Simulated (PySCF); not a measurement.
Compound: C2H7FOSi2.
Atom-mapped SMILES: `[OH:1][Si@H:2]1[CH2:3][Si@@H:4]([F:5])[CH2:6]1` (hydrogens: H7 on O1; H8 on Si2; H9, H10 on C3; H11 on Si4; H12, H13 on C6)

Method: PBE0-D3(BJ)/def2-SVP geometry optimisation, gas phase (PySCF).

**Question.** What internal coordinates does the optimisation give?

**Answer.** 
```
          bond  length (pm)   order
        O1–Si2        166.3  single
Si2–C3, Si2–C6        190.6  single
C3–Si4, Si4–C6        187.9  single
        Si4–F5        163.8  single
         O1–H7         96.3  single
        Si2–H8        148.8  single
 C3–H9, C6–H12        110.5  single
C3–H10, C6–H13        110.0  single
       Si4–H11        149.0  single
```

Bonds in one row agree within 1 pm and their mean is given. Orders are formal, as drawn. A selection of angles:
```
     angle  degrees
 Si2–O1–H7    116.4
 O1–Si2–C3    113.4
 O1–Si2–H8    105.5
 C3–Si2–C6     89.3
 C3–Si2–H8    117.5
Si2–C3–Si4     86.4
 Si2–C3–H9    110.3
Si2–C3–H10    119.7
 Si4–C3–H9    110.7
Si4–C3–H10    119.7
 H9–C3–H10    108.5
 C3–Si4–F5    108.3
 C3–Si4–C6     90.9
C3–Si4–H11    120.5
F5–Si4–H11    106.9
```

Torsions: O1–Si2–C3–Si4 96° (anticlinal); Si2–C3–Si4–F5 -90°; C3–Si4–C6–Si2 -20° (synperiplanar); O1–Si2–C6–Si4 -96° (anticlinal); H7–O1–Si2–C3 -49° (synclinal).

Of the pairs four or more bonds apart, Si4···H7 is among the closest relative to their van der Waals radii: 3.37 Å, 102 % of the sum of Bondi's values. The C–Si distances run from 1.879 Å (Si4–C6, drawn single) to 1.906 Å (Si2–C6, drawn single), a spread of 0.027 Å. Si4 (fluorine-bound silicon) has angles from 90.9° to 120.6°. The 4-membered ring Si2–C3–Si4–C6 has internal angles of 86.4° to 90.9° (sum 353°, against 360° for a flat polygon); it is puckered, 0.16 Å rms from its mean plane, widest ring torsion 20°. Si2 (oxygen-bound silicon) has angles from 89.3° to 117.5°.

Point group: Cs (tolerance 0.08 Å). PBE0-D3(BJ)/def2-SVP frequencies: not computed here. The numbers are those of one conformer (H–O1–Si2–C3 -49°, O1–Si2–C3–Si4 96°, Si2–C3–Si4–F5 -90°, C3–Si4–C6–Si2 -20°, O1–Si2–C6–Si4 -96°).

On Arm Neoverse V2, one thread, shared host, this took 1.8 min of wall time and 0.52 GiB of memory at its peak. This is the geometry optimisation.
